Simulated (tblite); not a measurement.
Species: C₁₀H₁₃N.
Cartesian coordinates in Å at the GFN2-xTB level; atoms count from 1:
```xyz
24
C10H13N angstrom
C     -2.2635   -1.1161    0.5590
N     -1.8071    0.0635   -0.1413
C     -2.4995    1.2642    0.2583
C     -0.4541    0.1483   -0.4602
C      0.2220    1.3016   -0.5669
C      1.6032    1.4411   -1.0223
C      2.6779    0.8721   -0.4806
C      2.6817   -0.0370    0.6652
C      2.0095   -1.1799    0.7367
C      1.2012   -1.7209   -0.3595
C      0.1395   -1.1364   -0.8945
H     -3.3289   -1.2556    0.3673
H     -2.1122   -1.0330    1.6441
H     -1.7263   -1.9930    0.2058
H     -3.5563    1.0302    0.3828
H     -2.1212    1.6777    1.2029
H     -2.4058    2.0193   -0.5211
H     -0.2645    2.2463   -0.3652
H      1.7488    2.1719   -1.8128
H      3.6624    1.1363   -0.8514
H      3.3374    0.2538    1.4791
H      2.1156   -1.8240    1.6023
H      1.5239   -2.6892   -0.7281
H     -0.3956   -1.6216   -1.7037
```

Computed values, GFN2-xTB/tblite, gas phase, harmonic and unscaled. The method is semi-empirical: single wavenumbers can be off by several per cent or more. One conformer, not necessarily the lowest.

Harmonic wavenumbers (cm⁻¹): 57.9, 82.5, 146.6, 155.5, 179.7, 217.2, 225.2, 247.5, 265.1, 324.6, 347.5, 413.5, 439.2, 486.2, 547.0, 616.1, 650.9, 713.1, 734.5, 792.8, 803.1, 828.9, 881.2, 901.4, 913.7, 920.9, 953.6, 985.8, 1008.1, 1043.7, 1079.3, 1089.0, 1123.3, 1135.2, 1197.5, 1203.5, 1222.6, 1244.4, 1292.7, 1324.5, 1334.8, 1367.5, 1387.9, 1409.1, 1423.3, 1477.8, 1483.3, 1497.0, 1498.8, 1676.6, 1685.1, 1694.7, 1722.0, 2881.4, 2887.3, 2984.6, 2996.8, 3009.2, 3009.5, 3013.2, 3014.3, 3023.5, 3025.6, 3031.7, 3042.5, 3058.1.

A = 1954, B = 872.1, C = 695.0 MHz; mass 147.105 u (most abundant isotopes); point group C1, symmetry number 1.

**Question.** What is the zero-point energy?

**Answer.** ½Σν̃ = 43715 cm⁻¹ = 124.99 kcal/mol.

**Question.** Entropy at 500 K, 1 bar (ideal gas, RRHO, classical rotation)?

**Answer.** Translation 43.46, rotation 31.53, vibration 57.52: S = 132.5 cal/(mol K).

**Question.** And Cp and H(500 K) − H(0)?

**Answer.** Cp = 69.50 cal/(mol K), of which vibrations give 61.55 (their classical limit is 66 R = 131.2); H(500 K) − H(0) = 19.43 kcal/mol without the zero-point energy, 15.45 from vibrations.

**Question.** How do the functions run with temperature in this model?

**Answer.** 
```json
{"T (K)": "150", "S (cal/(mol K))": "79.4", "Cp (cal/(mol K))": "26.4", "H − H(0) (kcal/mol)": "2.46", "G − H(0) (kcal/mol)": "-9.44", "ln q(vib)": "2.76"}
{"T (K)": "250", "S (cal/(mol K))": "95.7", "Cp (cal/(mol K))": "38.9", "H − H(0) (kcal/mol)": "5.72", "G − H(0) (kcal/mol)": "-18.22", "ln q(vib)": "5.70"}
{"T (K)": "298.15", "S (cal/(mol K))": "103.1", "Cp (cal/(mol K))": "45.2", "H − H(0) (kcal/mol)": "7.74", "G − H(0) (kcal/mol)": "-23.00", "ln q(vib)": "7.16"}
{"T (K)": "400", "S (cal/(mol K))": "118.3", "Cp (cal/(mol K))": "58.3", "H − H(0) (kcal/mol)": "13.02", "G − H(0) (kcal/mol)": "-34.28", "ln q(vib)": "10.29"}
{"T (K)": "600", "S (cal/(mol K))": "146.0", "Cp (cal/(mol K))": "78.9", "H − H(0) (kcal/mol)": "26.86", "G − H(0) (kcal/mol)": "-60.76", "ln q(vib)": "16.49"}
{"T (K)": "900", "S (cal/(mol K))": "182.1", "Cp (cal/(mol K))": "98.8", "H − H(0) (kcal/mol)": "53.76", "G − H(0) (kcal/mol)": "-110.15", "ln q(vib)": "25.50"}
```

q(vib) and H(0) count from the zero-point level.

**Question.** Blend soft modes into free rotors: weight 1/[1 + (100 cm⁻¹/ν̃)⁴] for the oscillator and the rest for a rotor with moment μB/(μ + B), μ = h/(8π²ν), B = 10⁻⁴⁴ kg m². What vibrational entropy results?

**Answer.** 54.86 cal/(mol K) in place of 57.52, which changes −T·S at 500 K by +1.33 kcal/mol.

**Question.** Which modes carry the vibrational entropy at 500 K?

**Answer.** 57.9 cm⁻¹: 5.55; 82.5 cm⁻¹: 4.85; 146.6 cm⁻¹: 3.72; 155.5 cm⁻¹: 3.60; 179.7 cm⁻¹: 3.32; 217.2 cm⁻¹: 2.95 cal/(mol K); the other 60 give 33.53 together.

Hindered rotation and anharmonicity are outside this model. Other conformers, if any are populated, would add a mixing term that is left out. The structure is chiral; the term R ln 2 for an equal mix with its mirror image is left out.
